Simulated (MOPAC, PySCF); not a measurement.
F$_{4}$Sn, SMILES `[Sn]([F])([F])([F])[F]`, neutral singlet in the gas phase. 

Cartesian coordinates (Å):
```xyz
5

F      1.8437    -0.4014    -0.1055
Sn     0.0000     0.0000     0.0000
F     -0.2715     1.8255    -0.4065
F     -0.6230    -0.3555     1.7484
F     -0.9491    -1.0686    -1.2364
```
Charge 0, spin multiplicity 1.

All levels are single points at this geometry (B3LYP-D3(BJ)/def2-TZVP); Pople sets use spherical d functions. Orbital energies aren't observables, and empty levels follow the basis.

| level | HOMO (eV) | LUMO (eV) | gap (eV) | dipole (D) | vertical IE, Delta-SCF (eV) |
|---|---|---|---|---|---|
| B3LYP-D3(BJ)/def2-TZVP in PySCF | -12.09 | -4.18 | 7.91 | 0.00 | – |
| B3LYP/6-31G* (LANL2DZ on Sn) in PySCF | -11.27 | -3.25 | 8.02 | 0.00 | 14.04 |
| B3LYP/LANL2DZ in PySCF | -12.12 | -4.47 | 7.65 | 0.00 | – |
| BP86/6-31G* (LANL2DZ on Sn) in PySCF | -9.53 | -4.03 | 5.50 | 0.00 | – |
| M06-2X/6-31G* (LANL2DZ on Sn) in PySCF | -13.90 | -1.94 | 11.96 | 0.00 | – |
| PBE/6-31G* (LANL2DZ on Sn) in PySCF | -9.40 | -3.97 | 5.44 | 0.00 | – |
| HF/6-31G* (LANL2DZ on Sn) in PySCF | -17.49 | 0.67 | 18.17 | 0.00 | 16.75 |
| AM1 in MOPAC | -12.59 | -0.18 | 12.40 | 0.00 | – |
| PM7 in MOPAC | -14.24 | -0.65 | 13.59 | 0.00 | – |
